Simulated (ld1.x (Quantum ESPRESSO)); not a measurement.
## Mg: ultrasoft pseudisation with PBE, scalar-relativistic reference atom.

The input file (ld1.x (Quantum ESPRESSO) 7.5):

```
&input
   title='Mg', zed=12., rel=1, dft='PBE', iswitch=3,
   config='[Ne] 3s2 3p0 3d-2',
   nld=3, rlderiv=1.65, eminld=-8.0, emaxld=5.0, deld=0.04
 /
 &inputp
   pseudotype=3, tm=.true., lloc=-1, rcloc=1.45,
   nlcc=.false.,
   which_augfun='PSQ', rmatch_augfun_nc=.true.,
   file_pseudopw='Mg.UPF', file_wfcaegen='ae.wfc', file_wfcncgen='nc.wfc', file_beta='beta', file_chi='chi', file_wfcusgen='us.wfc'
 /
6
2S  1  0   2.00   0.00  1.05  1.45  0.0
3S  2  0   2.00   0.00  1.05  1.45  0.0
2P  2  1   6.00   0.00  1.05  1.50  0.0
3P  3  1   0.00   0.00  1.05  1.50  0.0
3D  3  2  -2.00   0.40  1.05  1.35  0.0
3D  3  2  -2.00   3.15  1.05  1.35  0.0
 &test
   configts(1)='2s2 2p6 3s2 3p0'
 /
```

Command:

```bash
ld1.x < Mg.in > Mg.out
```

Output (shortened: banner, matrices, multipoles, cross overlaps and the repeated all-electron block are left out):

```
Program LD1 v.7.5
     --------------------------- All-electron run ----------------------------

     Mg
     scalar relativistic calculation

     atomic number is 12.00
     dft =PBE   lsd =0 sic =0 latt =0  beta=0.20 tr2=1.0E-14
     Exchange-correlation= PBE
                           (   1   4   3   4   0   0   0)
     mesh =1129 r(mesh) = 100.99726 a.u. xmin = -7.00 dx = 0.01250
     1 Ry =  13.60569312 eV, c = 137.03599908

     n l     nl                  e(Ry)          e(Ha)          e(eV)
     1 0     1S 1( 2.00)       -92.5826       -46.2913     -1259.6501
     2 0     2S 1( 2.00)        -5.8685        -2.9343       -79.8453
     2 1     2P 1( 6.00)        -3.4260        -1.7130       -46.6137
     3 0     3S 1( 2.00)        -0.3458        -0.1729        -4.7054
     3 1     3P 1( 0.00)        -0.0978        -0.0489        -1.3300

     final scf error:  8.8E-15 reached in  33 iterations

     Etot =    -400.560618 Ry,    -200.280309 Ha,   -5449.904849 eV

     Ekin =     401.022627 Ry,     200.511314 Ha,    5456.190804 eV
     Encl =    -960.774890 Ry,    -480.387445 Ha,  -13072.008314 eV
     Eh   =     191.866635 Ry,      95.933317 Ha,    2610.478556 eV
     Exc  =     -32.674991 Ry,     -16.337495 Ha,    -444.565895 eV

     normalization and overlap integrals

     s(1S/1S) =  1.000000  <r> =   0.1306  <r2> =    0.0230  r(max) =   0.0854
     s(2S/2S) =  1.000000  <r> =   0.6972  <r2> =    0.5856  r(max) =   0.5434
     s(2P/2P) =  1.000000  <r> =   0.6894  <r2> =    0.6113  r(max) =   0.4796
     s(3S/3S) =  1.000000  <r> =   3.1504  <r2> =   11.6544  r(max) =   2.5602
     s(3P/3P) =  1.000000  <r> =   4.5936  <r2> =   25.5117  r(max) =   3.4559

     ------------------------ End of All-electron run ------------------------

     --------------------- Generating US pseudopotential ---------------------

      Generating local potential from pseudized AE potential:
      Matching radius rcloc =   1.4500

      Local pseudo, rcloc= 1.441 Estimated cut-off energy=    11.61 Ry
      Wfc-us  2S rcutus= 1.441  Estimated cut-off energy=    26.32 Ry
      Wfc-us  3S rcutus= 1.441  Estimated cut-off energy=    55.57 Ry
      Wfc-us  2P rcutus= 1.515  Estimated cut-off energy=    36.79 Ry
      Wfc-us  3P rcutus= 1.515  Estimated cut-off energy=    71.52 Ry
      Wfc-us  3D rcutus= 1.337  Estimated cut-off energy=    57.79 Ry
      Wfc-us  3D rcutus= 1.337  Estimated cut-off energy=    61.13 Ry

     Q pseudized with Bessel functions
     Expected ecutrho=     340.2844 due to l1=  2   l2=  2

     ------------------- End of pseudopotential generation -------------------

     Computing logarithmic derivative in   1.64274
     Computing logarithmic derivative in   1.64274
     Computing the partial wave expansion
     R is outside the sphere for l=    0 j= 0.00
     R is outside the sphere for l=    0 j= 0.00
     R is outside the sphere for l=    1 j= 0.00
     R is outside the sphere for l=    1 j= 0.00
     R is outside the sphere for l=    2 j= 0.00
     R is outside the sphere for l=    2 j= 0.00

     ---------------------- Testing the pseudopotential ----------------------

     Mg
     scalar relativistic calculation

     atomic number is 12.00   valence charge is 10.00
     dft =PBE   lsd =0 sic =0 latt =0  beta=0.20 tr2=1.0E-14
     mesh =1129 r(mesh) = 100.99726 xmin = -7.00 dx = 0.01250

     n l     nl             e AE (Ry)        e PS (Ry)    De AE-PS (Ry)
     1 0     2S   1( 2.00)       -5.86852       -5.86847       -0.00005
     2 1     2P   1( 6.00)       -3.42605       -3.42600       -0.00005
     2 0     3S   1( 2.00)       -0.34584       -0.34584       -0.00001
     3 1     3P   1( 0.00)       -0.09776       -0.09775       -0.00001

     eps = 5.6E-16  iter =  6

     Etot =    -400.560618 Ry,    -200.280309 Ha,   -5449.904849 eV
     Etotps =  -126.149270 Ry,     -63.074635 Ha,   -1716.348261 eV

     Ekin =      21.270399 Ry,      10.635199 Ha,     289.398516 eV
     Encl =    -225.600084 Ry,    -112.800042 Ha,   -3069.445509 eV
     Ehrt =      98.196399 Ry,      49.098199 Ha,    1336.030070 eV
     Ecxc =     -16.826871 Ry,      -8.413435 Ha,    -228.941238 eV
     Epseu=      -3.189114 Ry,      -1.594557 Ha,     -43.390100 eV

     ---------------------- End of pseudopotential test ----------------------
```

Generation and configuration tests took about 0.86 s on one core of a shared server CPU.
